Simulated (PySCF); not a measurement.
# SiSI₂, singlet: molecular constants

These are results of PySCF, PBE0, basis Si def2-SVP, S def2-SVP, I def2-SVP with ECP28 (scalar-relativistic core potentials, no spin–orbit coupling, density fitting), not measurements.

The structure is a minimum.

| Item | Value |
| --- | --- |
| Point group | C2v |
| Bond lengths | Si–I 2.421 Å (×2), Si–S 1.943 Å |
| Bond angles | I–Si–I 109.0°, I–Si–S 125.5° (×2) |
| Zero-point energy | 11.1 kJ/mol |
| Principal polarisabilities | 50.5, 112.4, 117.5 bohr³ |
| Lowest empty level | -2.60 eV |
| Rotational symmetry number | 2 |
| Principal quadrupole moments (Buckingham, traceless) about the centre of mass | -7.66, 1.72, 5.93 D Å |
| Entropy at 298.15 K and 1 bar | 355.0 J/(mol K) |
| Dipole moment | 2.26 D |
| Heat capacity Cp at 298.15 K | 73.4 J/(mol K) |
| Rotational constants | 0.04876, 0.01711, 0.01267 cm⁻¹ |
| Enthalpy at 298.15 K above 0 K | 17.44 kJ/mol |
| Highest occupied level | -7.39 eV |
| Atomisation energy without zero-point energy | 981 kJ/mol |

Harmonic modes (masses in u: Si 27.977, S 31.972, I 126.904):
```csv
symmetry,ω (cm⁻¹),IR (km/mol)
a1,90,0.0
b2,131,2.7
b1,185,3.2
a1,254,5.7
b2,426,155
a1,772,109
```

In C2v the vibrations span 3a1 + 2b2 + b1. Here b1 is antisymmetric to the molecular plane and b2 lies in it.

Charges (e):
```csv
atom,Mulliken,Löwdin,polar tensor,Mayer order to Si1
Si1,0.31,0.06,1.27,–
S2,-0.21,-0.12,-0.53,2.05
"I3,4",-0.05,0.03,-0.37,1.08
```

Mulliken populations on Si1: s 5.24, p 8.16, d 0.30.

Counting electrons, silicon keeps none of its valence electrons outside its bonds, so the VSEPR class is AX3 and the expected shape is trigonal planar; with unlike ligands the computed point group is C2v.

Other isomers or separated fragments may lie lower.

The final relaxation and frequency run took of the order of 90 core-seconds on a shared host.
